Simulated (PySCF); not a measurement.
CH2O, SMILES [H]/[C-]=[O+]/[H].

Geometry: ωB97X-D3(BJ)/def2-TZVPD.

Two levels are set side by side: PBE/def2-TZVPD (PySCF) and r2SCAN/def2-TZVPD (PySCF). Same geometry, gas phase. Differences are taken from unrounded values.

```
quantity                     r2SCAN    PBE  PBE minus r2SCAN
---------------------------  ------  -----  ----------------
orbital gap (eV)               2.78   2.18             -0.60
highest occupied level (eV)   -5.30  -5.03              0.26
lowest empty level (eV)       -2.51  -2.85             -0.34
dipole moment (D)              1.74   1.79              0.05
mean polarisability (bohr³)    20.7   21.5               0.8
```

Rough cost on one machine, each run with all the roots and properties that it gave: r2SCAN against PBE about 4 times.
